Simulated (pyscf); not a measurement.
## H₃C–Zn–TeH, singlet

Gas-phase minimum from PySCF at ωB97X-D3(BJ)/def2-SVP, one conformer. 

```
Zn
C 1 1.9447
H 2 1.1023 1 111.30
H 2 1.1024 3 107.80 1 122.25
H 2 1.1026 3 107.69 4 115.85
Te 1 2.4703 5 156.20 2 -179.84
H 6 1.6602 1 89.20 5 -166.59
```
Charge 0, spin multiplicity 1.

Properties at ωB97X-D3(BJ)/def2-SVP:

- Harmonic wavenumbers, unscaled = 15, 99, 104, 237, 479, 578, 676, 679, 1219, 1441, 1442, 2179, 3063, 3163, 3166 cm⁻¹
- Zero-point energy = 26.5 kcal/mol
- Rotational symmetry number = 1
- Entropy of this conformer at 298 K and 1 atm, rigid rotor and harmonic oscillator, modes under 100 cm⁻¹ raised to 100 = 341.0 J/(mol K)
- Dipole moment = 1.58 D

Single-point totals, which compare only within one level:

```
level                   total energy (hartree)
----------------------  ----------------------
ωB97X-D3(BJ)/def2-TZVP             -2088.05603
PBE/def2-TZVP                      -2087.64312
r²SCAN/def2-TZVP                   -2088.04196
B3LYP-D3(BJ)/def2-TZVP             -2088.13283
PBE0-D3(BJ)/def2-TZVP              -2087.69264
M06-2X/def2-TZVP                   -2087.84293
ωB97M-D3(BJ)/def2-TZVP             -2088.08095
```

The lowest mode is so soft that the shape along it may change with the basis. Soft torsions are taken as harmonic, which can shift the entropy by several J/(mol K). Elements up to Kr have no core potential and no relativistic terms here. Elements past Kr carry the def2 core potentials, without spin-orbit coupling.
